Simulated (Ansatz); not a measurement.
Total energies of Zn6S5Cl2, a halide-capped cluster cut from wurtzite ZnS (2 Cl on the cations) from Ansatz at CAM-B3LYP-D4/def2-TZVP, gas phase (1 Eh = 27.2114 eV = 2625.5 kJ/mol). The reference geometry is relaxed at PBE-D4/def2-SVP.

```xyz
13

Zn   -0.8450    2.2867    0.4635
S     0.3338    0.2721    0.9212
S    -3.1580   -1.4445    1.3122
Zn   -1.0017   -1.9833    1.0745
Zn    2.4641    0.2998   -0.1403
S     0.4649   -3.6207    0.6683
S    -1.9535    1.6097   -1.5850
Zn   -2.7285    0.0822   -0.1305
Zn   -0.0885    0.2872   -1.4512
S     1.8260   -0.6699   -2.2675
Zn    1.2219   -2.2960   -0.8383
Cl   -0.8991    4.1662    1.4648
Cl    4.3636    1.0106    0.5083
```

```json
{"state": "charge 0 singlet", "geometry": "reference", "energy (Eh)": "-13589.14088"}
{"state": "charge 1 doublet", "geometry": "reference", "energy (Eh)": "-13588.80372"}
{"state": "charge -1 doublet", "geometry": "reference", "energy (Eh)": "-13589.20256"}
{"state": "free Zn atom (singlet)", "geometry": "–", "energy (Eh)": "-1779.50800"}
{"state": "free S atom (triplet)", "geometry": "–", "energy (Eh)": "-398.12673"}
{"state": "free Cl atom (doublet)", "geometry": "–", "energy (Eh)": "-460.16613"}
```

Single mean-field runs in def2-TZVP are fitted with def2-universal-jkfit.

Question: Work out the vertical ionisation energy to the doublet.

Answer: E(charge 1 doublet) − E(charge 0 singlet) = -13588.80372 − (-13589.14088) = 0.33716 Eh = 9.17 eV. For comparison, −ε of the highest occupied level is 8.72 eV at this level, 0.45 eV less.

Question: Work out the vertical electron affinity, to the doublet.

Answer: E(charge 0 singlet) − E(charge -1 doublet) = -13589.14088 − (-13589.20256) = 0.06168 Eh = 1.68 eV. The basis lacks diffuse functions, which makes affinities too small.

Question: Give the fundamental gap IE − EA, the Mulliken electronegativity (IE + EA)/2 and the hardness (IE − EA)/2.

Answer: From the values in Eh: IE − EA = 0.33716 − 0.06168 = 0.27548 Eh = 7.50 eV; (IE + EA)/2 = 5.43 eV; (IE − EA)/2 = 3.75 eV. The HOMO–LUMO gap of the same run is 6.69 eV, 0.81 eV smaller than the fundamental gap.

Question: What is the binding energy per atom against free atoms?

Answer: Atoms: 6 × (-1779.50800) + 5 × (-398.12673) + 2 × (-460.16613) = -13588.01391 Eh. Binding: -13588.01391 − (-13589.14088) = 1.12697 Eh = 30.67 eV, or 2.36 eV for each of 13 atoms (no zero-point energy, no counterpoise term).
